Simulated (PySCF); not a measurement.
C₅H₃F₇, SMILES FC1CC(F)(F)C(F)(F)C1(F)F, GFN2-xTB optimised geometry.

```
15

F      0.62     0.23    -2.94
C      0.30    -0.68    -1.97
C     -0.97    -0.25    -1.24
C     -0.53     0.55     0.00
F     -1.01     1.81     0.00
F     -0.98    -0.02     1.14
C      1.04     0.55     0.00
F      1.55     0.47     1.23
F      1.50     1.68    -0.56
C      1.39    -0.67    -0.89
F      2.64    -0.64    -1.37
F      1.28    -1.81    -0.15
H      0.22    -1.66    -2.46
H     -1.55    -1.11    -0.91
H     -1.59     0.38    -1.88
```

Density from CAM-B3LYP/def2-TZVP run with PySCF at that geometry.

Minimum of the electron density along straight lines between bonded atoms, close to the bond critical point (lines longer than 1.1 times the sum of covalent radii, or with two minima, are not listed):

| bond | length / Å | ρ at the minimum / e bohr⁻³ | ∇²ρ there / e bohr⁻⁵ | position (fraction from the first atom) |
|---|---|---|---|---|
| F1–C2 | 1.364 | 0.256 | -0.19 | 0.66 |
| C2–C3 | 1.530 | 0.253 | -0.65 | 0.51 |
| C3–C4 | 1.536 | 0.256 | -0.66 | 0.47 |
| C4–F5 | 1.346 | 0.276 | -0.36 | 0.34 |
| C4–F6 | 1.351 | 0.273 | -0.38 | 0.34 |
| C4–C7 | 1.563 | 0.257 | -0.69 | 0.50 |
| C7–F8 | 1.340 | 0.281 | -0.35 | 0.34 |
| C7–F9 | 1.345 | 0.278 | -0.35 | 0.34 |
| C2–C10 | 1.543 | 0.261 | -0.71 | 0.48 |
| C7–C10 | 1.553 | 0.262 | -0.71 | 0.50 |
| C10–F11 | 1.337 | 0.282 | -0.33 | 0.34 |
| C10–F12 | 1.355 | 0.270 | -0.36 | 0.34 |
| C2–H13 | 1.095 | 0.290 | -1.06 | 0.66 |
| C3–H14 | 1.090 | 0.282 | -0.99 | 0.65 |
| C3–H15 | 1.091 | 0.281 | -0.99 | 0.65 |
